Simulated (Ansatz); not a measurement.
```yaml
crystal:
  periodic: [false, false, false]
  atoms:
    - {symbol: F, position_ang: [1.558064, -0.997932, 2.529697]}
    - {symbol: Sc, position_ang: [1.156728, -1.291055, 0.871895]}
    - {symbol: F, position_ang: [2.104341, -2.482705, -0.276077]}
    - {symbol: O, position_ang: [-0.010848, -0.192513, 0.066832]}
    - {symbol: Si, position_ang: [-0.961827, 0.971772, -0.689133]}
    - {symbol: H, position_ang: [-2.204097, 1.111807, 0.094744]}
    - {symbol: H, position_ang: [-1.379515, 0.371420, -2.064909]}
    - {symbol: H, position_ang: [-0.321277, 2.295627, -0.723071]}
basis:
  gaussian: {orbitals: cc-pVDZ}
hamiltonian: {xc: {name: HF}}
correlation: {method: mp2, frozen_orbitals: {F: 9}}
```

```sh
$ ansatz run in.yaml --threads 4 --pin off --events-out ev --progress --plain --max-ram 10444MiB
```

Task: How does Ansatz answer? (An estimate is asked.)

Result: Ansatz gave: The program refused the input.
```
Functional definition: HF
Error: "frozen_orbitals" has no count for Sc
```
